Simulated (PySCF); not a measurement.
Ground-state electric properties of a mixed set of molecules.

All values: CAM-B3LYP/def2-SVPD (PySCF) at GFN2-xTB geometries, gas phase, one conformer each. Core orbitals are frozen in the response; Δα² is half the sum of the squared differences of the principal polarisabilities.

Problem. Rank by mean static polarisability, lowest first.
A. `O=C=C(Cl)C[SiH2][SiH3]`
B. `C=Cc1cnn([SiH3])c1`
C. `C=CC/C(F)=C(/F)C#N`
D. `C=C[SiH2]C=O`
E. `Cc1cnc[nH]1`
F. `FC(F)=C(F)P`

Solution. F (7.87 Å³), E (8.66 Å³), D (9.92 Å³), C (11.35 Å³), B (14.75 Å³), A (16.36 Å³).

Problem. Rank by dipole moment, highest first.
A. `[CH2:1]=[C:2]([SiH3:3])[CH:4]=[O:5]` with C1–C2–C4–O5 180°
B. `[CH2:1]=[CH:2][c:3]1[cH:4][n:5][n:6]([SiH3:7])[cH:8]1` with C1–C2–C3–C4 180°
C. `[F:1]/[CH:2]=[P:3]/[c:4]1[cH:5][cH:6][cH:7][s:8]1` with C2–P3–C4–C5 180°
D. `[F:1][C:2]([F:3])=[C:4]([F:5])[PH2:6]` with C2–C4–P6–H 127° and 33°
E. `Cn1cccn1`
F. 1-methylimidazole (`Cn1ccnc1`)

Solution. F (4.17 D), A (3.16 D), C (2.75 D), E (2.36 D), B (1.83 D), D (1.63 D).

All values together:

```
                SMILES     formula  μ (D)  HOMO (eV)  LUMO (eV)  α (Å³)  Δα (Å³)  electrons  α per electron (Å³)
         F/C=P/c1cccs1     C5H4FPS   2.75      -7.72      -1.01   15.17    10.36         74                0.205
O=C=C(Cl)C[SiH2][SiH3]  C3H7ClOSi2   1.92      -7.93      -0.88   16.36     7.06         78                0.210
    C=Cc1cnn([SiH3])c1    C5H8N2Si   1.83      -7.64       0.40   14.75     9.18         66                0.224
           FC(F)=C(F)P     C2H2F3P   1.63      -8.63       0.69    7.87     3.65         56                0.141
    C=CC/C(F)=C(/F)C#N     C6H5F2N   3.19      -9.25      -0.55   11.35     4.61         66                0.172
        C=C([SiH3])C=O     C3H6OSi   3.16      -9.21      -0.94    9.91     4.45         46                0.215
           Cc1cnc[nH]1      C4H6N2   4.04      -7.68       1.10    8.66     4.20         44                0.197
          C=C[SiH2]C=O     C3H6OSi   3.05      -8.36      -0.46    9.92     4.40         46                0.216
              Cn1cccn1      C4H6N2   2.36      -8.43       1.34    8.71     4.28         44                0.198
              Cn1ccnc1      C4H6N2   4.17      -7.91       1.12    8.63     4.06         44                0.196
```

Conformers: `[F:1]/[CH:2]=[P:3]/[c:4]1[cH:5][cH:6][cH:7][s:8]1` with C2–P3–C4–C5 180°; `[O:1]=[C:2]=[C:3]([Cl:4])[CH2:5][SiH2:6][SiH3:7]` with C2–C3–C5–Si6 110°, C3–C5–Si6–Si7 177°; `[CH2:1]=[CH:2][c:3]1[cH:4][n:5][n:6]([SiH3:7])[cH:8]1` with C1–C2–C3–C4 180°; `[F:1][C:2]([F:3])=[C:4]([F:5])[PH2:6]` with C2–C4–P6–H 127° and 33°; `[CH2:1]=[CH:2][CH2:3]/[C:4]([F:5])=[C:6](/[F:7])[C:8]#[N:9]` with C1–C2–C3–C4 111°, C2–C3–C4–F5 79°; `[CH2:1]=[C:2]([SiH3:3])[CH:4]=[O:5]` with C1–C2–C4–O5 180°; `[CH2:1]=[CH:2][SiH2:3][CH:4]=[O:5]` with C1–C2–Si3–C4 117°, C2–Si3–C4–O5 112°.

Problem. How closely does the mean polarisability follow the number of electrons in this set?

Solution. The correlation coefficient is 0.89; α per electron runs from 0.141 to 0.224 Å³.
